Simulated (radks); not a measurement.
The numbers below are computed, except where a source is named.
The dysprosium ion Dy3+, 63 electrons, occupied as [Xe] 4f9. Level of theory: scalar-relativistic Kohn-Sham, BLYP, spin-polarised, spherical densities, finite nucleus; open shells are filled with parallel spins first (spin-orbit coupling, left out, can overturn this in heavy ions); Fermi nuclear charge, rms radius 5.2218 fm (a radial shooting solver on a logarithmic mesh with Libxc functionals).

Normalised radial functions P(r) = r R(r), r in bohr:

r	4f up	4f down	5d up
0.003255	0.0000	0.0000	0.0001
0.004342	0.0000	0.0000	0.0002
0.005837	0.0000	0.0000	0.0003
0.007785	0.0000	0.0000	0.0008
0.01038	0.0000	0.0000	0.0016
0.01396	0.0001	0.0001	0.0036
0.01862	0.0004	0.0004	0.0075
0.02503	0.0011	0.0011	0.0155
0.03339	0.0030	0.0029	0.0302
0.04453	0.0079	0.0078	0.0558
0.05987	0.0205	0.0202	0.0969
0.07986	0.0488	0.0481	0.1496
0.1065	0.1083	0.1066	0.1999
0.1432	0.2242	0.2205	0.2138
0.191	0.4087	0.4018	0.1454
0.2568	0.6657	0.6541	-0.0265
0.3425	0.9266	0.9097	-0.2302
0.4568	1.1019	1.0821	-0.3320
0.6142	1.1067	1.0897	-0.2099
0.8191	0.9464	0.9381	0.1058
1.101	0.6908	0.6971	0.4751
1.469	0.4373	0.4567	0.7098
1.959	0.2339	0.2576	0.7340
2.634	0.0988	0.1176	0.5656
3.513	0.0319	0.0420	0.3207
4.686	0.0066	0.0099	0.1183
6.3	0.0007	0.0013	0.0242

4f up: eigenvalue -36.091 eV, 0 radial nodes, <r> = 0.797 bohr, 90 % of the charge inside 1.36 bohr. 4f down: eigenvalue -32.196 eV, 0 radial nodes, <r> = 0.824 bohr, 90 % of the charge inside 1.42 bohr. 5d up (empty): eigenvalue -25.177 eV, 2 radial nodes at r = 0.247, 0.752 bohr, <r> = 2.12 bohr, 90 % of the charge inside 3.21 bohr.
